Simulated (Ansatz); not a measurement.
V2S3, relaxed as a singlet with RKS PBE-D4/def2-SVP in Ansatz, starting from the GFN1-xTB geometry. Force threshold 0.02 eV/Å.

The relaxation made no stability test and no search for a lower SCF solution. No other spin state of charge 0 was run. Another isomer (singlet) lies 1.12 eV lower at PBE0-D4/def2-TZVP; other spin states weren't run for this one.

Start:

```xyz
5

V    -1.467   -1.364    0.095
V     0.976    0.436    0.083
S    -0.856    0.338   -1.431
S     2.650   -0.412    0.852
S    -1.304    1.002    0.401
```

```
step  energy (eV)  largest force component (eV/Å)  SCF passes
   1  -83837.6689                           2.591         118
   2  -83838.9286                           2.508          75
   3  -83840.1020                           2.180          39
   4  -83840.6836                           1.003          39
   5  -83840.9152                           0.929          31
   6  -83841.2288                           0.668          38
   7  -83841.6234                           0.766          30
   8  -83842.0614                           0.651          33
   9  -83842.1915                           0.137          30
  10  -83842.1931                           0.064          27
  11  -83842.1933                           0.012          26
```

Force components are those of the run's own axes.

End:

```xyz
5

V    -0.148   -0.934    0.301
V     0.758    0.641   -0.038
S    -1.062    0.269   -1.581
S     2.034   -0.979    0.878
S    -1.581    1.003    0.440
```

Bonds formed: V1–S4 (atoms count from 1).

No frequencies were taken in this run, so the end may be a saddle point.

Hardware: 4 threads of Arm Neoverse V2 on a shared host. Wall time 17 s.
